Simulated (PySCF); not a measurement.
# Variants of one PySCF input: Cl

Base input, run as `python input.py` with PySCF 2.14:

```python
from pyscf import gto, scf, cc

mol = gto.M(
    atom='Cl 0 0 0',
    basis='pcseg-2',
    charge=0,
    spin=1,
    symmetry=True,
    verbose=4,
)
mf = scf.ROHF(mol)
mf = mf.density_fit(auxbasis='def2-universal-jkfit')
mf.kernel()
mycc = cc.CCSD(mf, frozen=5)
mycc.kernel()
mf.dip_moment()
print('orbital energies (hartree):', mf.mo_energy[..., max(0, mol.nelec[1]-3):mol.nelec[0]+3].round(4))
```

Base result: E(SCF) = -459.471729 Eh, 6 cycles, E(CCSD) − E(SCF) = -0.17760 Eh. No search for the lowest solution was made.

Wall time 1.8 s on one thread of a shared host.

Each row names what differs from the base; energies in brackets are changes from the base.

| change | result |
| --- | --- |
| basis set: pcseg-2 → 6-31g(3d) | E(SCF) = -459.442771 Eh (+0.7880 eV), 6 cycles, E(CCSD) − E(SCF) = -0.14530 Eh |
| basis set: pcseg-2 → aug-cc-pvtz | E(SCF) = -459.478980 Eh (-0.1973 eV), 6 cycles, E(CCSD) − E(SCF) = -0.19160 Eh |
| damping: none → 0.8 | stops with NotImplementedError (ROHF Fock-damping) during the SCF |
| functional: none (Hartree–Fock) → m062x; SCF type: ROHF → ROKS; step after the SCF: ccsd → analyze | E(SCF) = -460.139230 Eh, 6 cycles |
| step after the SCF: ccsd → mp2; SCF type: ROHF → UHF | E(SCF) = -459.471932 Eh (-0.0055 eV), 8 cycles, E(MP2) − E(SCF) = -0.15045 Eh, ⟨S²⟩ = 0.751 |
| charge: 0 → -1; spin (2S): 1 → 0 [another spin of the ion may lie lower] [no diffuse functions for the anion] | E(SCF) = -459.560740 Eh (-2.4221 eV), 6 cycles, E(CCSD) − E(SCF) = -0.19858 Eh |
| Cartesian functions: off → on | E(SCF) = -459.473587 Eh (-0.0506 eV), 6 cycles, E(CCSD) − E(SCF) = -0.17975 Eh |
| charge: 0 → -1; spin (2S): 1 → 2 [another spin of the ion may lie lower] [no diffuse functions for the anion] [a high spin state] | E(SCF) = -459.034067 Eh (+11.9094 eV), 7 cycles, E(CCSD) − E(SCF) = -0.18785 Eh |
| DIIS space: default → 4 | E(SCF) = -459.471729 Eh (+0.0000 eV), 6 cycles, E(CCSD) − E(SCF) = -0.17760 Eh |
| PCM solvent, dielectric constant: none → 78.36; step after the SCF: ccsd → analyze | E(SCF) = -459.473095 Eh (-0.0372 eV), 7 cycles |
| step after the SCF: ccsd → ccsd(t) | E(SCF) = -459.471729 Eh (+0.0000 eV), 6 cycles, E(CCSD) − E(SCF) = -0.17760 Eh, (T) = -0.00477 Eh |
| charge: 0 → 1; spin (2S): 1 → 2 [another spin of the ion may lie lower] [a high spin state] | E(SCF) = -459.037264 Eh (+11.8224 eV), 7 cycles, E(CCSD) − E(SCF) = -0.14887 Eh |
| charge: 0 → 1; spin (2S): 1 → 0 [another spin of the ion may lie lower] | E(SCF) = -458.941048 Eh (+14.4406 eV), 7 cycles, E(CCSD) − E(SCF) = -0.18007 Eh |
| step after the SCF: ccsd → eomee; number of roots: default → 5 | E(SCF) = -459.471729 Eh (+0.0000 eV), 6 cycles, E(CCSD) − E(SCF) = -0.17760 Eh, excitation roots -0.002, -0.002, 0.000, 0.014, 0.014 eV |
| spin (2S): 1 → 3 [a high spin state] | E(SCF) = -458.891427 Eh (+15.7908 eV), 7 cycles, E(CCSD) − E(SCF) = -0.16105 Eh |
| spin-free X2C: off → on [basis contracted without relativity] | E(SCF) = -460.730975 Eh, 6 cycles, E(CCSD) − E(SCF) = -0.17757 Eh |
| spin (2S): 1 → 2 [unsound on purpose] | stops with RuntimeError (Electron number 17 and spin 2 are not consistent) |
